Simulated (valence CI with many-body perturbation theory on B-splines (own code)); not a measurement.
Results of a calculation; reference values are marked as such.
## Run record, Te²⁰⁺

Method: relativistic CI+MBPT: four valence electrons over a frozen Dirac-Fock core [Ar] 3d10, a basis of 11 s, 11 p, 10 d, 8 f, 5 g, 2 h functions for each j, with the one-electron correlation potential Σ1 (screened to all orders), the two-electron term Σ2, the three-electron term Σ3, Breit, model QED; selected single and double excitations, second order for the rest, scaled by the run's own slope (own B-spline code, finite nucleus).

Command, and the settings that its task file holds:

```sh
python run_cv.py task.json out
```

```
atom Te  Z=52  mass_number=130  rms_radius_fm=4.7423
core [Ar] 3d10
valence 4s2 4p2
avg = 1
basis = M
breit = 1
cap = 32000
capref = 2000
cscale = 1
de = 0.0
dress = 0
eps = 2e-08
extrap = 1
h = 0.27
hh = 1
l2 = 3
lcore = 6
maxit = 60
n2 = 5
natural = 1
nlev = 150
nno = [5, 5, 5, 4, 2, 1]
nroot = 36
nsp = [6, 6, 5, 4, 3, 1]
pt2 = 1
qed = 1
rpa = 1
s1 = 1
s2 = 1
s3 = 1
screen = 1
tol = 2e-05
whole = 1
```

Question: Roughly how long does this run take on one core of Arm Neoverse V1, and how much memory?

Answer: 3.4 min on 1 thread of Arm Neoverse V1, with other jobs on the host, peak memory 1 GiB.

Log. The first blocks belong to the next ion, which gives the ionisation energy. Fields: 2J, parity (1 odd), roots, reference size, generating configurations, candidates as configurations/state functions, variational space P, stored matrix elements, Davidson steps; e2 is the range of second-order energies in hartree. The first line gives the box (bohr), its intervals, the orbitals and the steps of their self-consistent field. Window is the range of levels sought, series limit the energy at which the first omitted orbital would enter, core excitation an estimate of the first excitation out of the core, left out the lowest levels not solved, and shifts from estimates the range by which levels moved from their first estimate, all in cm⁻¹.

```
rmax 11.0 intervals 62 orbitals 83 references ['4s2 4p2', '4s 4p3', '4s2 4p 4d', '4p4', '4s 4p2 4d'] scf 5 t 1.5
2J=1 par=1 roots 2 ref 33 generators 7 cand 2135/3160 P 2162/3193 nnz 1.7e+06 it 5
2J=1 par=1 roots 2 ref 33 generators 14 cand 1572/2339 P 3734/5532 nnz 4.2e+06 it 5
   second order: generators 25 cand 10446/16418 e2 -0.00003 -0.00001
reference levels 1217, estimated 613, window 1862595 1/cm; series limit 3854274, core excitation 4296183
2J=0 par=0 roots 12 ref 48 generators 38 cand 2641/3864 P 4307/6410 nnz 2.8e+06 it 9
2J=0 par=0 roots 12 ref 48 generators 47 cand 12699/22975 P 17006/29385 nnz 3.6e+07 it 8
   second order: generators 84 cand 69825/149334 e2 -0.00015 -0.00000
2J=2 par=0 roots 18 ref 103 generators 40 cand 697/1980 P 2014/6388 nnz 4.1e+06 it 8
2J=2 par=0 roots 18 ref 103 generators 53 cand 7096/25581 P 9110/31969 nnz 6.1e+07 it 8
   second order: generators 89 cand 90582/473686 e2 -0.00177 -0.00017
2J=4 par=0 roots 27 ref 148 generators 51 cand 668/2036 P 1956/7215 nnz 5.4e+06 it 10
2J=4 par=0 roots 27 ref 148 generators 67 cand 5906/24729 P 7862/31944 nnz 6.4e+07 it 9
   second order: generators 113 cand 111503/839384 e2 -0.00312 -0.00040
2J=4 par=1 roots 28 ref 136 generators 39 cand 480/1976 P 1809/7008 nnz 5.1e+06 it 11
2J=4 par=1 roots 28 ref 136 generators 59 cand 5457/24957 P 7266/31965 nnz 6.8e+07 it 11
   second order: generators 86 cand 62101/493102 e2 -0.00251 -0.00034
2J=2 par=1 roots 23 ref 108 generators 46 cand 772/2294 P 2165/6332 nnz 3.9e+06 it 20
2J=2 par=1 roots 23 ref 108 generators 67 cand 7112/25566 P 9277/31898 nnz 6.1e+07 it 15
   second order: generators 103 cand 85319/447472 e2 -0.00139 -0.00023
2J=6 par=1 roots 25 ref 126 generators 36 cand 468/2027 P 1606/6369 nnz 4.5e+06 it 12
2J=6 par=1 roots 25 ref 126 generators 55 cand 5380/25631 P 6986/32000 nnz 6.8e+07 it 10
   second order: generators 87 cand 69460/642567 e2 -0.00230 -0.00070
2J=0 par=1 roots 10 ref 40 generators 35 cand 2396/3799 P 4102/6367 nnz 2.9e+06 it 7
2J=0 par=1 roots 10 ref 40 generators 45 cand 13186/22951 P 17288/29318 nnz 3.9e+07 it 10
   second order: generators 73 cand 55254/117377 e2 -0.00011 -0.00001
2J=8 par=1 roots 15 ref 96 generators 25 cand 878/3528 P 1610/6352 nnz 4.4e+06 it 8
2J=8 par=1 roots 15 ref 96 generators 41 cand 5483/25624 P 7093/31976 nnz 6.7e+07 it 9
   second order: generators 76 cand 59681/568612 e2 -0.00221 -0.00069
2J=6 par=0 roots 19 ref 126 generators 42 cand 694/2047 P 1817/7177 nnz 5.6e+06 it 8
...
2J=10 par=0 roots 4 ref 55 generators 28 cand 5706/25549 P 7832/31948 nnz 6.5e+07 it 10
   second order: generators 48 cand 65026/576970 e2 -0.00102 -0.00023
2J=10 par=1 roots 6 ref 59 generators 14 cand 1234/3775 P 2047/6329 nnz 4.1e+06 it 5
2J=10 par=1 roots 6 ref 59 generators 32 cand 6035/25552 P 8082/31881 nnz 6.4e+07 it 9
   second order: generators 51 cand 51374/465124 e2 -0.00089 -0.00038
2J=12 par=1 roots 3 ref 28 generators 7 cand 1524/4039 P 2640/6687 nnz 4.3e+06 it 6
2J=12 par=1 roots 3 ref 28 generators 15 cand 5628/25537 P 8268/32224 nnz 6.5e+07 it 9
   second order: generators 32 cand 41339/342781 e2 -0.00027 -0.00018
left out: unestimated 2600581, estimated 1964268, shifts from estimates -42 to 110
operators 3.2
```

The Davidson iterations converged.

No measured levels were compared; by estimate levels hold to about 250 cm⁻¹ or 0.2 % of their energy and the worst to 1 %, as in measured heavy ions of charge 2 to 7; those with d or f electrons hold less well. Among the levels kept, up to 500 cm⁻¹ of a level comes from second order outside the variational space, and about a tenth of that is noise between levels of different J, which matters for small intervals.

- Valence energy: -98.95191 hartree
- Ionisation energy: 600.57 eV (NIST: 599 ± 4 eV (theoretical))
- Reference configurations for the orbitals: 4s2 4p2, 4s 4p3, 4s2 4p 4d, 4p4, 4s 4p2 4d
- Radial orbitals: 83
- Box radius: 11.05 bohr
- Largest variational space: 32224
- Lowest levels: (4s^2 4p1/2^2) J=0 0.000, (4s^2 4p1/2 4p3/2) J=1 10.973, (4s^2 4p1/2 4p3/2) J=2 13.235, (4s^2 4p3/2^2) J=2 25.973, (4s^2 4p3/2^2) J=0 31.499, (4s 4p1/2^2 4p3/2) J=2 55.031, (4s 4p1/2^2 4p3/2) J=1 63.580, (4s 4p1/2 4p3/2^2) J=2 [a] 67.052, (4s 4p1/2 4p3/2^2) J=3 70.644, (4s 4p1/2 4p3/2^2) J=0 75.453, (4s 4p1/2 4p3/2^2) J=1 [a] 77.010, (4s 4p1/2 4p3/2^2) J=2 [b] 77.765, (4s 4p1/2 4p3/2^2) J=1 [b] 83.111, (4s 4p3/2^3) J=2 87.355 eV

Levels are named by their leading jj configuration (3d3/2^4 stands for four electrons in 3d with j = 3/2), which in mixed levels can hold well under half, so a name can repeat and another be missing. Letters in brackets count levels of one name in rising energy.
